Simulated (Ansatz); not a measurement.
# Strength of the Ge–H bond: GeH2(GeH3)Cl → GeH(GeH3)Cl + H

Species: GeH2(GeH3)Cl, singlet; GeH(GeH3)Cl, doublet; H atom, doublet. 

Shapes, held fixed at every level: PBE0-D4/def2-TZVP. Programs: Ansatz 0.2.0. The zero-point and thermal change to 298 K, harmonic and unscaled (PBE0-D4/def2-TZVP), is -17.2 kJ/mol.

Estimate ΔH(298 K) of this reaction.

The highest level, CCSD(T)/def2-TZVPP, gives ΔH(298 K) = +342.0 kJ/mol; the levels span +317.5 to +342.0. The column of differences is taken from that level and isn't an error. No measured value is set beside it here. Open shells run unrestricted unless RO is named. Relativity is left out for Ge unless named. Correlated rows may include outer-core shells of Ge, which these sets cover unevenly.

```json
{"level": "PBE-D4/def2-TZVPP", "kind": "GGA", "ΔH(298 K) (kJ/mol)": "+317.5", "less CCSD(T)/def2-TZVPP": "-24.5"}
{"level": "r2SCAN0-D4/def2-TZVPP", "kind": "global hybrid", "ΔH(298 K) (kJ/mol)": "+327.7", "less CCSD(T)/def2-TZVPP": "-14.3"}
{"level": "wB97M-V/def2-TZVPP", "kind": "range-separated hybrid", "ΔH(298 K) (kJ/mol)": "+336.1", "less CCSD(T)/def2-TZVPP": "-5.9"}
{"level": "B2PLYP/def2-TZVPP", "kind": "double hybrid", "ΔH(298 K) (kJ/mol)": "+332.9", "less CCSD(T)/def2-TZVPP": "-9.1"}
{"level": "MP2/def2-SVP", "kind": "perturbation theory", "ΔH(298 K) (kJ/mol)": "+321.8", "less CCSD(T)/def2-TZVPP": "-20.2"}
{"level": "CCSD(T)/def2-SVP", "kind": "coupled cluster or CI", "ΔH(298 K) (kJ/mol)": "+330.5", "less CCSD(T)/def2-TZVPP": "-11.5"}
{"level": "CCSD/def2-TZVPP", "kind": "coupled cluster or CI", "ΔH(298 K) (kJ/mol)": "+341.5", "less CCSD(T)/def2-TZVPP": "-0.5"}
{"level": "CCSD(T)/def2-TZVPP", "kind": "coupled cluster or CI", "ΔH(298 K) (kJ/mol)": "+342.0", "less CCSD(T)/def2-TZVPP": "0.0"}
```
